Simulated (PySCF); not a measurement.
## `C=C[C@@H]1[C@H](C)[Se][C@H]1F`, C6H9FSe

Geometry (Å), atoms numbered from 1 in this order:
```xyz
17

C     2.4276   -0.3929    0.2312
C     1.2675   -0.1747   -0.3604
C     0.1733    0.6493    0.2336
C    -1.0937   -0.1137    0.6876
C    -1.3917   -1.4019   -0.0472
Se   -2.2965    1.3946    0.1146
C    -0.5007    1.6319   -0.7220
F    -0.0101    2.8932   -0.6722
H     2.6604    0.0242    1.1970
H     3.1931   -0.9971   -0.2243
H     1.0593   -0.6018   -1.3324
H     0.5629    1.2220    1.0804
H    -1.1396   -0.2673    1.7672
H    -1.4417   -1.2403   -1.1217
H    -2.3469   -1.8049    0.2830
H    -0.6131   -2.1344    0.1615
H    -0.5173    1.3259   -1.7732
```

The calculation used TDDFT B3LYP/def2-SVPD circular dichroism and optical rotation, one conformer, gas phase in PySCF 2.14.0. Geometry: GFN2-xTB.

The molecule is flexible and this is one conformer; a measurement averages over conformers. The calculation is non-relativistic, which matters for the atoms heavier than Zn. States above about 6.2 eV (minus the energy of the highest occupied orbital) lie near or above the ionisation threshold and depend on the basis. Singlets 5 and 6 lie within 0.01 eV of each other, so their separate moments and overlaps can depend on how they mix.

Task: Draw the ECD and absorption spectra from the lowest 16 states, each a Gaussian of half-width 0.3 eV at 1/e height.

Result: 
| E (eV) | λ (nm) | Δε (L mol⁻¹ cm⁻¹) | ε (L mol⁻¹ cm⁻¹) |
| --- | --- | --- | --- |
| 3.23 | 383 | -0.09 | 0.201 |
| 3.33 | 372 | -0.25 | 0.547 |
| 3.43 | 361 | -0.55 | 1.19 |
| 3.53 | 351 | -0.95 | 2.08 |
| 3.63 | 341 | -1.33 | 2.9 |
| 3.73 | 332 | -1.48 | 3.24 |
| 3.83 | 323 | -1.33 | 2.9 |
| 3.93 | 315 | -0.95 | 2.08 |
| 4.03 | 307 | -0.55 | 1.19 |
| 4.13 | 300 | -0.25 | 0.548 |
| 4.23 | 293 | -0.09 | 0.202 |
| 4.33 | 286 | -0.03 | 0.0694 |
| 4.43 | 280 | -0.01 | 0.0894 |
| 4.53 | 274 | 0.00 | 0.454 |
| 4.63 | 268 | +0.02 | 2.17 |
| 4.73 | 262 | +0.09 | 8.38 |
| 4.83 | 257 | +0.27 | 26.2 |
| 4.93 | 251 | +0.67 | 67.2 |
| 5.03 | 246 | +1.37 | 146 |
| 5.13 | 242 | +2.25 | 289 |
| 5.23 | 237 | +2.96 | 568 |
| 5.33 | 232 | +2.79 | 1170 |
| 5.43 | 228 | +0.71 | 2400 |
| 5.53 | 224 | -4.17 | 4560 |
| 5.63 | 220 | -11.43 | 7500 |
| 5.73 | 216 | -18.40 | 10400 |
| 5.83 | 213 | -21.51 | 11900 |
| 5.93 | 209 | -19.04 | 11300 |
| 6.03 | 206 | -12.54 | 8810 |
| 6.13 | 202 | -4.91 | 5840 |
| 6.23 | 199 | +2.23 | 3710 |
| 6.33 | 196 | +8.99 | 2920 |
| 6.43 | 193 | +15.69 | 3170 |
| 6.53 | 190 | +21.59 | 3860 |
| 6.63 | 187 | +25.01 | 4530 |
| 6.73 | 184 | +24.31 | 5160 |
| 6.83 | 181 | +18.39 | 6110 |
| 6.93 | 179 | +6.93 | 7670 |
| 7.03 | 176 | -8.82 | 9560 |
| 7.13 | 174 | -24.90 | 10900 |

Δε uses R in velocity form, ε uses f in length form. Only the states computed contribute, so the short-wavelength end is incomplete.
